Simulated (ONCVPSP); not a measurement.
Transferability test, ONCV potential for Hg (Z = 80)

```json
{
 "Element": "mercury",
 "Generator": "ONCVPSP 4.0.1",
 "Type": "optimised norm-conserving Vanderbilt (ONCV)",
 "Functional": "PBEsol",
 "Relativity": "scalar-relativistic",
 "Frozen core": "[Kr] 4d10 4f14",
 "Valence charge": "20",
 "Reference configuration": "5s2 5p6 5d9 (charge +3)",
 "Partial waves": "5s: rc 1.50 bohr, ncon 5, nbas 9, qcut 8.7 1/bohr, 1 projector; 5p: rc 1.40 bohr, ncon 3, nbas 8, qcut 9.7 1/bohr, 2 projectors, debl 1.5 Ha; 5d: rc 1.35 bohr, ncon 4, nbas 7, qcut 6.6 1/bohr, 2 projectors, debl 2.6 Ha",
 "Local potential": "polynomial inside 1.10 bohr (lpopt 5, dvloc0 6 Ha)",
 "Core correction": "polynomial model core, fcfact 0.3"
}
```

In the p channel the program set the typed energies aside and used -3.696, 0.250 Ha.

Energies are relative to the spin-unpolarised reference configuration 5s2 5p6 5d9; without spin polarisation the order of configurations can differ from experiment. Not all tests gave a result: 1 of 4 tests not solved or not reliable.

| valence configuration | charge | ΔE all-electron (eV) | error AE − PS (meV) |
| --- | --- | --- | --- |
| 5s2 5p6 5d10 6s2 | 0 | -65.302 | +471 |
| 5s2 5p6 5d10 6s1 | +1 | -54.562 | +291 |
| 5s2 5p6 5d10 | +2 | -35.555 | +7.1 |
